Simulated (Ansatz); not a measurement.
CH7NSeSi can be A, `CN[SiH2][SeH]`, or B, `C[Se][SiH2]N`.

Isolated molecules relaxed with PBE0-D4/def2-TZVP in Ansatz; ΔE leaves out vibrations. CBS: MP2 limit from def2 TZ/QZ plus the TZ coupled-cluster correction, frozen cores. Functionals use def2-TZVPP. B3LYP here is the variant with VWN-RPA as its local correlation; programs differ in this. For Se outer-core shells are correlated without core-valence functions, which leaves a few kJ/mol of doubt a bond. Scalar relativity is left out up to krypton. One conformer a species, not always the lowest.

Task: Which is lower in electronic energy at CCSD(T)/CBS, and by how much? (Best estimate.)

Result: Ansatz gave: B, by 7.4 kcal/mol.

Task: Give E(B) − E(A) in kcal/mol with BLYP-D4, r2SCAN-D4, CCSD(T)/def2-TZVPP, CCSD/def2-TZVPP, PBE-D4, B3LYP, CCSD(T)/def2-SVP. (An estimate is asked.)

Result: Computed: BLYP-D4 -6.8, r2SCAN-D4 -7.1, CCSD(T)/def2-TZVPP -7.0, CCSD/def2-TZVPP -6.7, PBE-D4 -6.9, B3LYP -6.4, CCSD(T)/def2-SVP -1.8. None reverses the order clearly.

Task: Does the order hold for the free energy at 298.15 K (harmonic terms from PBE0-D4)? (An estimate is asked.)

Result: The calculation gave: Yes: G(B) − G(A) = -7.0 kcal/mol, for one conformer each.

Largest T1 diagnostic: 0.010.

In def2-TZVPP, CCSD(T) changes the Hartree–Fock value by −1.5 kcal/mol (the triples alone add −0.3 kcal/mol) and MP2 by −2.7 kcal/mol. At CCSD(T), def2-SVP lies +5.5 kcal/mol from the extrapolated value and def2-TZVPP +0.3 kcal/mol.
